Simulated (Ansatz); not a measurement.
A made-up structure of BH3S2O, singlet:

O1  (-0.727, 1.490, -0.071)
B2  (-0.175, 0.604, 0.318)
S3  (-0.501, -0.804, -0.722)
S4  (0.502, -1.812, 0.404)
H5  (-1.287, 1.319, -0.908)
H6  (0.526, 0.750, 1.350)
H7  (1.662, -1.546, -0.370)
(Å)

It is relaxed with PBE-D4/def2-SVP and then PBE0-D4/def2-TZVP (Ansatz 0.2.0). Atoms count as bonded within 1.22 times the sum of their covalent radii (H–H: 0.88 Å). The end point is not checked to be a true minimum.

Q: Does its bonding change? (A judgement: the text doesn't fix the answer.)

A: Computed: No: no bond forms or breaks.

Where it ends: The first stage lowers the energy by 4.46 eV in 10 steps. It ends as BH₃S₂O ([OH][BH][S][SH]):
```json
{"atom": "O1", "x (Å)": "-0.9395", "y (Å)": "1.8106", "z (Å)": "-0.1023"}
{"atom": "B2", "x (Å)": "-0.2567", "y (Å)": "0.7112", "z (Å)": "0.2820"}
{"atom": "S3", "x (Å)": "-0.4070", "y (Å)": "-0.8400", "z (Å)": "-0.6588"}
{"atom": "S4", "x (Å)": "0.7597", "y (Å)": "-2.1533", "z (Å)": "0.4145"}
{"atom": "H5", "x (Å)": "-1.4905", "y (Å)": "1.7077", "z (Å)": "-0.8836"}
{"atom": "H6", "x (Å)": "0.4429", "y (Å)": "0.7644", "z (Å)": "1.2448"}
{"atom": "H7", "x (Å)": "1.8912", "y (Å)": "-2.0008", "z (Å)": "-0.2967"}
```

Labels in which every atom is bracketed show which atoms are joined, not bond orders.

For scale, one of the runs: PBE0-D4/def2-TZVP relaxation, 154 basis functions, launched by `ansatz run in.yaml --threads 2 --pin off --events-out ev --progress --plain --max-ram 4352MiB`. The run took about 31 s on 2 CPU threads of an Arm Neoverse V2 (shared host).
